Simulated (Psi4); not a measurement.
A dimer, C3H6O ··· H4OSi (SMILES CC(C)=O and O[SiH3]); the first 10 atoms form monomer A.

```
16

C     -1.2682     0.0367    -0.2592
C      0.1193     0.6213    -0.1129
C      1.2108    -0.3350     0.3142
O      0.3439     1.7897    -0.3266
H     -1.2638    -0.7547    -1.0131
H     -1.5865    -0.4231     0.6798
H     -1.9725     0.8133    -0.5471
H      1.2856    -1.1637    -0.3944
H      2.1628     0.1869     0.3728
H      0.9686    -0.7714     1.2866
Si     3.3642     4.1176     1.5681
O      3.1506     2.9253     0.4439
H      2.6475     3.8128     2.8315
H      4.8173     4.1800     1.8184
H      2.8811     5.4302     1.0719
H      2.2598     2.7287     0.1455
```

Question: What interaction energy does SAPT0/jun-cc-pVDZ, frozen core (Psi4) give, and which attractive term is the largest?

Answer: Total -28.70 kJ/mol: electrostatics -30.52, exchange 14.13, induction -6.05, dispersion -6.26. The most attractive term is electrostatics.
